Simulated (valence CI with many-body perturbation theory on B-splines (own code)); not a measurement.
Values are calculated unless marked as measured or tabulated.
# Energy levels of Mo¹⁹⁺

Level of theory: valence CI with perturbative core correlation (CI+MBPT): five valence electrons over a frozen Dirac-Fock core [Ar], radial functions for each j: 7 s, 7 p, 8 d, 6 f, 4 g, 1 h, with the one-electron correlation potential Σ1 (screened to all orders), the two-electron term Σ2, the three-electron term Σ3, Breit, model QED; selected single and double excitations, second order for the rest (own B-spline code, finite nucleus).

No measured spectrum was set against this ion. As an estimate, terms of the open shell hold to 2 to 4 % of their energy, and close levels can change places. Core correlation moves these levels by up to 12000 cm⁻¹, and in measured spectra 5 to 20 % of such shifts remained as error; rates that hang on mixing are uncertain with them. Only levels of the ground parity were solved; by the run's estimate the other parity begins above the list, which can be wrong where configurations are misplaced.

Levels 1 to 37 of 37, with energies above the lowest level, 3d⁵ ⁶S_5/2. "Leading %" is the weight of the configuration and term that name the level; weights of strongly mixed levels are sums over their largest components and can fall short.

| No. | Configuration | Term | J | E (cm⁻¹) | Leading % | Second component | g |
| --- | --- | --- | --- | --- | --- | --- | --- |
| 1 | 3d⁵ | ⁶S | 5/2 | 0 | 93 | 6 % 3d⁵ ⁴P | 1.971 |
| 2 | 3d⁵ | ⁴G | 5/2 | 85543 | 39 | 16 % 3d⁵ ⁴P | 0.998 |
| 3 | 3d⁵ | ⁴G | 7/2 | 96852 | 81 | 8 % 3d⁵ ²F | 1.033 |
| 4 | 3d⁵ | ⁴G | 11/2 | 97983 | 90 | 8 % 3d⁵ ²H | 1.249 |
| 5 | 3d⁵ | ⁴G | 5/2 | 100410 | 43 | 27 % 3d⁵ ⁴P | 1.083 |
| 6 | 3d⁵ | ⁴G | 9/2 | 100900 | 93 |  | 1.169 |
| 7 | 3d⁵ | ⁴P | 3/2 | 101590 | 55 | 39 % 3d⁵ ⁴D | 1.457 |
| 8 | 3d⁵ | ⁴P | 1/2 | 109790 | 73 | 24 % 3d⁵ ⁴D | 1.994 |
| 9 | 3d⁵ | ⁴D | 7/2 | 120600 | 82 | 11 % 3d⁵ ⁴G | 1.361 |
| 10 | 3d⁵ | ⁴D | 5/2 | 129590 | 52 | 20 % 3d⁵ ²D | 1.342 |
| 11 | 3d⁵ | ⁴D | 1/2 | 132360 | 75 | 23 % 3d⁵ ⁴P | 0.644 |
| 12 | 3d⁵ | ⁴D | 3/2 | 135900 | 54 | 39 % 3d⁵ ⁴P | 1.365 |
| 13 | 3d⁵ | ²I | 11/2 | 140180 | 80 | 14 % 3d⁵ ²H | 0.965 |
| 14 | 3d⁵ | ²I | 13/2 | 148700 | 100 |  | 1.074 |
| 15 | 3d⁵ | ²F | 7/2 | 153350 | 46 | 35 % 3d⁵ ⁴F | 1.130 |
| 16 | 3d⁵ | ²D | 3/2 | 154060 | 55 | 40 % 3d⁵ ⁴F | 0.682 |
| 17 | 3d⁵ | ²F | 5/2 | 154430 | 29 | 24 % 3d⁵ ²D | 1.099 |
| 18 | 3d⁵ | ²G | 9/2 | 156860 | 43 | 41 % 3d⁵ ⁴F | 1.182 |
| 19 | 3d⁵ | ⁴F | 5/2 | 170080 | 59 | 27 % 3d⁵ ²F | 1.028 |
| 20 | 3d⁵ | ²H | 9/2 | 176040 | 56 | 39 % 3d⁵ ⁴F | 1.082 |
| 21 | 3d⁵ | ²F | 7/2 | 180490 | 41 | 28 % 3d⁵ ⁴F | 1.139 |
| 22 | 3d⁵ | ⁴F | 3/2 | 184070 | 54 | 41 % 3d⁵ ²D | 0.611 |
| 23 | 3d⁵ | ²G | 7/2 | 187060 | 61 | 34 % 3d⁵ ²F | 0.989 |
| 24 | 3d⁵ | ²F | 5/2 | 192500 | 68 | 18 % 3d⁵ ²D | 0.957 |
| 25 | 3d⁵ | ²H | 11/2 | 196390 | 77 | 18 % 3d⁵ ²I | 1.065 |
| 26 | 3d⁵ | ²F | 7/2 | 203020 | 64 | 26 % 3d⁵ ⁴F | 1.145 |
| 27 | 3d⁵ | ²G | 9/2 | 203040 | 51 | 31 % 3d⁵ ²H | 1.083 |
| 28 | 3d⁵ | ²F | 5/2 | 211030 | 42 | 41 % 3d⁵ ²D | 1.034 |
| 29 | 3d⁵ | ²S | 1/2 | 212900 | 92 |  | 1.975 |
| 30 | 3d⁵ | ²D | 3/2 | 237140 | 96 |  | 0.808 |
| 31 | 3d⁵ | ²D | 5/2 | 247250 | 81 | 14 % 3d⁵ ²F | 1.155 |
| 32 | 3d⁵ | ²G | 9/2 | 264040 | 99 |  | 1.109 |
| 33 | 3d⁵ | ²G | 7/2 | 268600 | 94 | 6 % 3d⁵ ²F | 0.901 |
| 34 | 3d⁵ | ²P | 3/2 | 311440 | 87 | 12 % 3d⁵ ²D | 1.263 |
| 35 | 3d⁵ | ²P | 1/2 | 320270 | 96 |  | 0.713 |
| 36 | 3d⁵ | ²D | 5/2 | 345830 | 99 |  | 1.197 |
| 37 | 3d⁵ | ²D | 3/2 | 352450 | 87 | 12 % 3d⁵ ²P | 0.861 |

Names give the largest LS component (configuration and term), which can be under half, so a name can repeat, a term be missing and a line seem to break the LS rules; names also repeat where a configuration has a term twice.

The ionisation energy to 3d⁴ ⁵D0 of the next ion comes out as 828.97 eV (NIST: 829 ± 4 eV (theoretical)). All 37 levels together are meant to be complete up to 366510 cm⁻¹.
